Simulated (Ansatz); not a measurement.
`C=N[C](=C)[GeH3]`. Total charge 0; spin multiplicity 1. All single points use the PBE0-D4/def2-TZVP geometry. It is one conformer, not always the lowest.

```xyz
12

C    -2.004    0.393    0.110
N    -1.023    0.687    0.852
C     0.267    0.266    0.504
C     1.265    0.608    1.322
Ge    0.673   -0.791   -1.107
H    -2.999    0.729    0.395
H    -1.920   -0.187   -0.818
H     2.291    0.322    1.124
H     1.057    1.191    2.214
H     2.187   -1.039   -1.111
H    -0.069   -2.139   -1.098
H     0.273   -0.039   -2.389
```

Question: What is the dipole moment at PBE/def2-TZVPP? (Best estimate.)

Answer: Ansatz gave: 0.70 D, with components (-0.13, -0.34, -0.59) D in this frame, pointing from negative to positive charge.

Question: And with r2SCAN, B3LYP, ωB97M-V? (An estimate is asked.)

Answer: Computed: r2SCAN 0.74 D, B3LYP 0.82 D, ωB97M-V 0.91 D.

Question: Give the Mulliken charges with PBE, r2SCAN, B3LYP in def2-TZVPP. (Estimate.)

Answer: Computed: 
```json
{"atom": "C1", "PBE": "-0.06", "r2SCAN": "0.02", "B3LYP": "-0.08"}
{"atom": "N2", "PBE": "-0.12", "r2SCAN": "-0.23", "B3LYP": "-0.16"}
{"atom": "C3", "PBE": "0.00", "r2SCAN": "0.00", "B3LYP": "0.00"}
{"atom": "C4", "PBE": "-0.17", "r2SCAN": "-0.14", "B3LYP": "-0.20"}
{"atom": "Ge5", "PBE": "0.03", "r2SCAN": "0.07", "B3LYP": "0.07"}
{"atom": "H6", "PBE": "0.10", "r2SCAN": "0.08", "B3LYP": "0.12"}
{"atom": "H7", "PBE": "0.04", "r2SCAN": "0.04", "B3LYP": "0.06"}
{"atom": "H8", "PBE": "0.10", "r2SCAN": "0.09", "B3LYP": "0.11"}
{"atom": "H9", "PBE": "0.09", "r2SCAN": "0.09", "B3LYP": "0.11"}
{"atom": "H10", "PBE": "-0.01", "r2SCAN": "-0.01", "B3LYP": "-0.01"}
{"atom": "H11", "PBE": "-0.01", "r2SCAN": "-0.01", "B3LYP": "-0.01"}
{"atom": "H12", "PBE": "-0.01", "r2SCAN": "-0.01", "B3LYP": "-0.01"}
```

B3LYP here is the variant with VWN-RPA as its local correlation; programs differ in this.
